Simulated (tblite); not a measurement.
Record of a relaxation.

Compound: C₅H₁₁BNP.
Atom-mapped SMILES: `[CH3:1][C@@H:2]1[CH2:3][CH2:4][P@@H+:5]1[BH2-:6][C:7]#[N:8]` (hydrogens: H9, H10, H11 on C1; H12 on C2; H13, H14 on C3; H15, H16 on C4; H17 on P5; H18, H19 on B6)
Bond orders are those of one Lewis drawing.

Computed with GFN2-xTB (tblite), gas phase: L-BFGS steps from a force-field or distance-geometry start until the largest atomic force falls under 0.01 eV/Å. 5 of its 132 geometries are shown.

Step 0: E = -623.2695 eV, largest atomic force 2.435 eV/Å
```
atom  x, y, z in Å  |  force x, y, z in eV/Å
C1     -1.426   -1.396   -0.823   -1.523  -0.851  -0.752
C2     -1.142    0.017   -0.439   -1.722  -1.562  -0.231
C3     -0.024    0.708   -1.188   -1.594   0.764  -0.962
C4      0.054    1.702   -0.061    1.534   1.404   1.267
P5     -0.242    0.304    1.092    0.407   0.691   0.922
B6      1.309   -0.626    1.451    1.121  -1.030   1.303
C7      2.479   -0.303    0.505    0.009   0.178  -0.551
N8      3.372   -0.060   -0.180   -0.159  -0.067   0.153
H9     -0.502   -2.000   -0.834   -0.686   0.172  -0.015
H10    -1.908   -1.339   -1.833    0.672  -0.494   0.507
H11    -2.227   -1.842   -0.171    1.013   0.186  -0.358
H12    -2.088    0.602   -0.421    0.427  -0.188  -0.222
H13    -0.393    1.180   -2.120    0.687  -0.485   0.075
H14     0.808    0.015   -1.315    0.085   0.519  -0.104
H15    -0.841    2.357   -0.040    0.874   0.077  -0.188
H16     1.033    2.193    0.080   -0.571   0.320  -0.111
H17    -1.064    0.611    2.187   -0.179   0.147  -0.274
H18     1.102   -1.803    1.538   -0.138  -0.050  -0.314
H19     1.689   -0.312    2.564   -0.257   0.269  -0.145
```

Step 33: E = -624.1234 eV, largest atomic force 0.142 eV/Å
```
atom  x, y, z in Å  |  force x, y, z in eV/Å
C1     -1.312   -1.498   -0.875    0.017   0.024   0.016
C2     -1.178   -0.055   -0.425    0.008  -0.003  -0.065
C3     -0.257    0.874   -1.245   -0.011   0.052  -0.004
C4      0.226    1.734   -0.059    0.024   0.003   0.077
P5     -0.167    0.338    1.098   -0.060   0.087  -0.037
B6      1.317   -0.753    1.701   -0.105   0.070  -0.040
C7      2.321   -0.406    0.572    0.122  -0.072   0.013
N8      3.047   -0.090   -0.263   -0.037  -0.067   0.015
H9     -0.345   -2.000   -0.852   -0.029   0.054  -0.020
H10    -1.705   -1.544   -1.891    0.046   0.023   0.025
H11    -1.997   -2.038   -0.223    0.032   0.000   0.017
H12    -2.163    0.415   -0.323    0.009  -0.099   0.002
H13    -0.754    1.441   -2.031    0.001  -0.057  -0.050
H14     0.572    0.315   -1.681   -0.025   0.032   0.033
H15    -0.398    2.617    0.088    0.016  -0.070   0.072
H16     1.275    2.029   -0.083   -0.024  -0.023  -0.044
H17    -1.107    0.838    2.006   -0.035   0.037   0.046
H18     0.968   -1.888    1.718    0.015  -0.014  -0.019
H19     1.646   -0.320    2.760    0.039   0.021  -0.041
```

Step 66: E = -624.1888 eV, largest atomic force 0.051 eV/Å
```
atom  x, y, z in Å  |  force x, y, z in eV/Å
C1     -0.926   -1.468   -0.900   -0.017  -0.017  -0.018
C2     -1.175   -0.052   -0.413    0.006   0.012  -0.025
C3     -0.503    1.072   -1.238    0.010  -0.007  -0.010
C4      0.260    1.773   -0.092   -0.010  -0.003   0.016
P5     -0.202    0.435    1.103   -0.007  -0.008  -0.002
B6      1.160   -0.736    1.795    0.015   0.005   0.015
C7      2.097   -0.826    0.562   -0.019   0.002   0.036
N8      2.788   -0.869   -0.355    0.009  -0.004  -0.043
H9      0.141   -1.676   -0.940    0.031   0.016  -0.023
H10    -1.344   -1.611   -1.895   -0.020   0.019  -0.026
H11    -1.388   -2.184   -0.226   -0.021  -0.040   0.024
H12    -2.249    0.118   -0.290    0.015   0.001   0.023
H13    -1.215    1.719   -1.750    0.018   0.000   0.008
H14     0.181    0.662   -1.978    0.015  -0.011  -0.020
H15    -0.122    2.762    0.158   -0.008  -0.008   0.026
H16     1.336    1.837   -0.251   -0.020   0.005  -0.008
H17    -1.170    1.017    1.930    0.012   0.027   0.004
H18     0.640   -1.772    2.059   -0.002  -0.008   0.025
H19     1.683   -0.192    2.715   -0.006   0.020  -0.001
```

Step 98: E = -624.1997 eV, largest atomic force 0.039 eV/Å
```
atom  x, y, z in Å  |  force x, y, z in eV/Å
C1     -1.007   -1.476   -0.940    0.016  -0.009  -0.010
C2     -1.156   -0.055   -0.432    0.002  -0.007  -0.008
C3     -0.412    1.037   -1.234    0.010   0.008   0.015
C4      0.209    1.796   -0.040    0.009   0.001   0.015
P5     -0.195    0.399    1.104   -0.022  -0.004   0.009
B6      1.223   -0.694    1.801   -0.002  -0.025   0.003
C7      2.106   -0.846    0.535   -0.023  -0.016   0.006
N8      2.747   -0.943   -0.415   -0.010   0.009  -0.011
H9      0.045   -1.730   -1.051    0.007  -0.006   0.008
H10    -1.492   -1.581   -1.909    0.004  -0.005  -0.014
H11    -1.461   -2.184   -0.248   -0.003   0.014   0.003
H12    -2.215    0.190   -0.306    0.007   0.006  -0.014
H13    -1.060    1.645   -1.866    0.015   0.009   0.001
H14     0.365    0.597   -1.859   -0.021  -0.005   0.016
H15    -0.307    2.723    0.210   -0.005  -0.007  -0.021
H16     1.276    1.996   -0.135   -0.018   0.000  -0.018
H17    -1.177    0.915    1.957   -0.002   0.020   0.025
H18     0.746   -1.722    2.168    0.030   0.024  -0.007
H19     1.757   -0.057    2.653    0.006  -0.006   0.003
```

Step 131: E = -624.2043 eV, largest atomic force 0.010 eV/Å
```
atom  x, y, z in Å  |  force x, y, z in eV/Å
C1     -1.031   -1.485   -0.929   -0.001   0.002  -0.001
C2     -1.149   -0.056   -0.432    0.003   0.002  -0.003
C3     -0.351    1.009   -1.217   -0.002  -0.003  -0.002
C4      0.190    1.799   -0.006   -0.003  -0.001   0.006
P5     -0.216    0.392    1.124    0.001   0.003   0.001
B6      1.241   -0.678    1.779    0.002  -0.004  -0.002
C7      2.062   -0.818    0.470    0.003  -0.002  -0.004
N8      2.649   -0.901   -0.515   -0.001   0.000   0.004
H9      0.014   -1.784   -0.981   -0.005   0.002   0.004
H10    -1.464   -1.571   -1.924    0.004  -0.003  -0.006
H11    -1.555   -2.169   -0.264    0.003   0.002   0.005
H12    -2.203    0.227   -0.340    0.006   0.001   0.001
H13    -0.945    1.599   -1.913   -0.001  -0.003  -0.006
H14     0.467    0.542   -1.765   -0.003   0.002  -0.002
H15    -0.379    2.703    0.209   -0.009   0.003   0.002
H16     1.249    2.047   -0.060    0.003  -0.002   0.001
H17    -1.201    0.892    1.986    0.003   0.004   0.001
H18     0.809   -1.713    2.172   -0.003  -0.003   0.000
H19     1.804   -0.025    2.601    0.000  -0.001   0.000
```

Task: Summarise the path.

Result: The energy falls by 0.9347 eV from step 0 to step 131; nine tenths of that is first reached at step 30. It falls at every step. The largest force goes from 2.435 to 0.010 eV/Å. Among the bonds P5–B6 changes most, from 1.844 to 1.923 Å; the atoms move by 0.561 Å rms after alignment.
